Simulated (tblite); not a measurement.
Compound: C7H17OP.
Cartesian coordinates in Å at the GFN2-xTB level; atoms count from 1:
```
atom  x, y, z in Å
C1     2.8176    0.7977    0.9105
C2     2.2382    0.8458   -0.4953
C3     1.0308   -0.0746   -0.6791
C4     1.3460   -1.5525   -0.4969
P5    -0.3036    0.4892    0.4613
O6    -0.4828    1.9415    0.5098
C7    -1.8540   -0.4293    0.0438
C8    -2.8409   -0.1091    1.1595
C9    -2.3576    0.0578   -1.3070
H10    3.1819   -0.1963    1.1589
H11    2.0535    1.0872    1.6315
H12    3.6472    1.4958    0.9966
H13    3.0072    0.5828   -1.2269
H14    1.9114    1.8677   -0.7021
H15    0.6397    0.0952   -1.6922
H16    1.5303   -1.7821    0.5501
H17    2.2312   -1.8230   -1.0702
H18    0.5186   -2.1696   -0.8400
H19    0.0256   -0.0885    1.6928
H20   -1.6594   -1.5046    0.0174
H21   -2.9843    0.9688    1.2191
H22   -3.8053   -0.5808    0.9769
H23   -2.4599   -0.4562    2.1200
H24   -2.3876    1.1467   -1.3073
H25   -1.7044   -0.2700   -2.1142
H26   -3.3606   -0.3173   -1.5038
```

Computed with GFN2-xTB (tblite): harmonic, unscaled wavenumbers at the GFN2-xTB geometry, gas phase. Against measured fundamentals such values can be off by several per cent, at times by over 20. Modes of hydrogen on phosphorus can be 10 to 20 % off. One conformer, not necessarily the lowest.

Harmonic wavenumbers (cm⁻¹): 39.8, 60.0, 89.6, 125.1, 165.2, 188.2, 190.5, 205.2, 220.1, 238.5, 260.5, 291.4, 300.9, 360.8, 385.1, 457.3, 519.8, 655.7, 707.7, 804.2, 871.8, 884.8, 925.0, 936.8, 941.9, 985.1, 996.1, 1018.6, 1026.3, 1031.0, 1056.3, 1137.0, 1150.8, 1163.9, 1169.9, 1217.4, 1244.8, 1265.7, 1276.2, 1289.4, 1292.0, 1345.5, 1403.0, 1408.0, 1410.2, 1415.3, 1477.2, 1483.8, 1487.6, 1490.9, 1493.0, 1496.1, 1496.4, 1499.4, 1509.1, 2237.2, 2876.9, 2938.9, 2955.0, 2980.0, 3003.9, 3011.3, 3012.3, 3015.0, 3017.8, 3020.9, 3023.6, 3025.4, 3028.4, 3033.5, 3037.8, 3040.9.

A = 2239, B = 872.4, C = 774.1 MHz; mass 148.102 u (most abundant isotopes); point group C1, symmetry number 1.

Task: What is the zero-point energy?

Result: Half the sum of the wavenumbers: 49910 cm⁻¹ = 142.70 kcal/mol.

Task: What is S at 350 K and 1 bar for an ideal gas of classical rigid rotors and harmonic oscillators?

Result: Translation 41.71, rotation 30.22, vibration 46.82: S = 118.7 cal/(mol K).

Task: And Cp and H(350 K) − H(0)?

Result: Cp = 54.23 cal/(mol K), of which vibrations give 46.28 (their classical limit is 72 R = 143.1); H(350 K) − H(0) = 11.26 kcal/mol without the zero-point energy, 8.48 from vibrations.

Task: Which modes carry the vibrational entropy at 350 K?

Result: 39.8 cm⁻¹: 5.59; 60.0 cm⁻¹: 4.77; 89.6 cm⁻¹: 3.98; 125.1 cm⁻¹: 3.33; 165.2 cm⁻¹: 2.79; 188.2 cm⁻¹: 2.55 cal/(mol K); the other 66 give 23.80 together.

Task: Blend soft modes into free rotors: weight 1/[1 + (100 cm⁻¹/ν̃)⁴] for the oscillator and the rest for a rotor with moment μB/(μ + B), μ = h/(8π²ν), B = 10⁻⁴⁴ kg m². What vibrational entropy results?

Result: 43.37 cal/(mol K) in place of 46.82, which changes −T·S at 350 K by +1.21 kcal/mol.

Hindered rotation and anharmonicity are outside this model. Other conformers, if any are populated, would add a mixing term that is left out. The structure is chiral; the term R ln 2 for an equal mix with its mirror image is left out.
